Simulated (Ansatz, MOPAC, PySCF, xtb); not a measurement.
Isomers of C3H7Cl: 1 is CC(C)Cl, 2 is ClCCC; one conformer of each (the lowest of an xTB search), B3LYP-D3(BJ)/def2-TZVP minima.
Isomer 1 (charge 0, multiplicity 1, Z-matrix in Å and degrees):
```
C
H 1 1.0888
C 1 1.5157 2 110.39
H 3 1.0891 1 111.28 2 56.03
H 3 1.0908 4 108.52 1 -122.00
H 3 1.0932 4 108.50 5 -117.56
C 1 1.5157 2 110.39 3 -126.37
H 7 1.0891 1 111.28 2 -56.03
H 7 1.0908 8 108.52 1 122.00
H 7 1.0932 8 108.50 9 117.56
Cl 1 1.8287 2 103.80 3 116.81
```
Isomer 2 (charge 0, multiplicity 1):
```xyz
11

C     -1.2986     0.1164    -0.3331
C     -0.0862    -0.3395     0.4781
C      1.2034     0.1887    -0.1184
Cl     2.6482    -0.3429     0.8300
H     -1.2440    -0.2404    -1.3641
H     -2.2218    -0.2675     0.1027
H     -1.3718     1.2059    -0.3606
H     -0.1705     0.0066     1.5104
H     -0.0433    -1.4301     0.5132
H      1.2283     1.2768    -0.1250
H      1.3562    -0.1740    -1.1331
```

No zero-point or thermal terms.

Frozen-core correlation. Rows in 3-21G, 6-31G*, STO-3G carry no dispersion term and start afresh at each structure (6-31G* with six Cartesian d functions). The state reached by PM3 isn't checked.

The values were computed with Ansatz (a program for electronic structure) with Gaussian orbitals; MOPAC for PM3 (differences of heats of formation); PySCF for 3-21G rows, 6-31G* rows, STO-3G rows, the dispersion terms; xtb for the GFN methods. Values without a source in brackets are computed.

```csv
level,electronic energy of isomer 2 less that of isomer 1 (kcal/mol)
PM3,2.40
GFN2-xTB,3.06
HF/STO-3G,1.31
BP86/6-31G*,2.34
revPBE-D3(BJ)/def2-TZVPP,2.60
B3LYP/3-21G,3.88
PBE0/def2-TZVPP,2.29
BHLYP/def2-TZVPP,2.14
B2PLYP/def2-TZVPP,___
```

Task: Fill in the missing entries.

Result: 
- B2PLYP/def2-TZVPP, electronic energy of isomer 2 less that of isomer 1 (kcal/mol): 2.50
